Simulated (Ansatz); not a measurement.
Consider the ligand exchange at the Si–N bond: `[OH][GeH2][NH][SiH3]` + `CO[SiH2]S` → `CO[SiH2]S[SiH3]` + `[NH2][GeH2][OH]`.

Computed with Ansatz on PBE0-D4/def2-TZVP structures; ΔE is electronic, products minus reactants. CCSD(T)/CBS adds triple-zeta CCSD(T) − MP2 to the extrapolated MP2 energy (def2 sets, frozen cores). This one scheme is used for every species. For Ge outer-core shells are correlated without core-valence functions, which leaves a few kJ/mol of doubt a bond. Scalar relativity is left out up to krypton. One conformer a species, not always the lowest.

```
               species  CCSD(T)/CBS(def2) energy (Eh)
`[OH][GeH2][NH][SiH3]`                    -2499.33217
           `CO[SiH2]S`                     -803.74459
     `CO[SiH2]S[SiH3]`                    -1094.05100
     `[NH2][GeH2][OH]`                    -2209.02804
```

Work out ΔE.

ΔE = (-1094.05100) + (-2209.02804) − (-2499.33217) − (-803.74459) = -0.00228 Eh = -6.0 kJ/mol.

Largest T1 diagnostic among the species: 0.012.

The D4 term adds −5.8 kJ/mol with B3LYP and −3.3 kJ/mol with PBE0; it sums over pairs of atoms, weighted by their polarisabilities, and B3LYP, whose exchange is more repulsive, gets the larger term. In def2-TZVPP, CCSD(T) changes the Hartree–Fock value by −9.6 kJ/mol (the triples alone add −2.4 kJ/mol) and MP2 by −12.8 kJ/mol.

B3LYP here is the variant with VWN-RPA as its local correlation; programs differ in this.
